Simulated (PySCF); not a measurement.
## Level sweep

Pyrocatechol, C₆H₆O₂.
Cartesian coordinates in Å at the PBE0-D3(BJ)/def2-SVP level; atoms count from 1:
```
atom  x, y, z in Å
O1     1.4785   -1.4197    0.4622
C2     0.3727   -0.6663    0.3123
C3    -0.8932   -1.2430    0.3126
C4    -2.0295   -0.4461    0.1574
C5    -1.9059    0.9312    0.0011
C6    -0.6373    1.5183   -0.0018
C7     0.4931    0.7261    0.1518
O8     1.7723    1.1915    0.1620
H9     2.2397   -0.8245    0.4262
H10   -0.9674   -2.3251    0.4363
H11   -3.0172   -0.9118    0.1596
H12   -2.7914    1.5581   -0.1194
H13   -0.5249    2.6000   -0.1241
H14    1.7786    2.1462    0.0443
```

PySCF, dipoles from the SCF density, polarisabilities from static response with core orbitals frozen. One conformer (not necessarily the lowest) at the PBE0-D3(BJ)/def2-SVP geometry, without solvent, vibrations or thermal averaging.

Compare the levels for these properties.

```json
{"level": "LDA/def2-SVPD", "μ (D)": "2.471", "α (Å³)": "12.00", "anisotropy (Å³)": "7.40"}
{"level": "PBE/def2-SVPD", "μ (D)": "2.401", "α (Å³)": "11.92", "anisotropy (Å³)": "7.42"}
{"level": "B3LYP/def2-SVPD", "μ (D)": "2.452", "α (Å³)": "11.64", "anisotropy (Å³)": "7.13"}
{"level": "PBE0/def2-SVPD", "μ (D)": "2.460", "α (Å³)": "11.51", "anisotropy (Å³)": "7.02"}
{"level": "BHandHLYP/def2-SVPD", "μ (D)": "2.530", "α (Å³)": "11.26", "anisotropy (Å³)": "6.76"}
{"level": "CAM-B3LYP/def2-SVPD", "μ (D)": "2.508", "α (Å³)": "11.48", "anisotropy (Å³)": "6.94"}
{"level": "wB97X-D/def2-SVPD", "μ (D)": "2.488", "α (Å³)": "11.50", "anisotropy (Å³)": "6.83"}
{"level": "LC-wPBE/def2-SVPD", "μ (D)": "2.530", "α (Å³)": "11.25", "anisotropy (Å³)": "6.75"}
{"level": "HF/def2-SVPD", "μ (D)": "2.621", "α (Å³)": "10.93", "anisotropy (Å³)": "6.28"}
{"level": "PBE0/6-31G*", "μ (D)": "2.571", "α (Å³)": "9.35", "anisotropy (Å³)": "8.59"}
{"level": "PBE0/def2-SVP", "μ (D)": "2.541", "α (Å³)": "9.82", "anisotropy (Å³)": "7.75"}
{"level": "PBE0/6-31+G*", "μ (D)": "2.616", "α (Å³)": "11.05", "anisotropy (Å³)": "6.99"}
{"level": "PBE0/aug-cc-pVDZ", "μ (D)": "2.407", "α (Å³)": "11.81", "anisotropy (Å³)": "7.01"}
{"level": "PBE0/def2-TZVP", "μ (D)": "2.484", "α (Å³)": "11.07", "anisotropy (Å³)": "7.24"}
```

The anisotropy is √(½[(α1 − α2)² + (α2 − α3)² + (α3 − α1)²]). The dipole runs from 2.40 D (PBE/def2-SVPD) to 2.62 D (HF/def2-SVPD). No reference polarisability is at hand; against PBE0 in the largest diffuse basis at hand (aug-cc-pVDZ) the other PBE0 rows deviate by 6-31G* -21%, def2-SVP -17%, 6-31+G* -6%, def2-SVPD -3%, def2-TZVP -6%. In one basis (def2-SVPD) the functionals order the polarisability from HF (lowest) to LDA (highest), a spread of 10%. With PBE0 the polarisability is 10.08 Å³ without diffuse functions (mean of 6-31G*, def2-SVP and def2-TZVP) and 11.46 Å³ with them (mean of 6-31+G*, def2-SVPD and aug-cc-pVDZ).
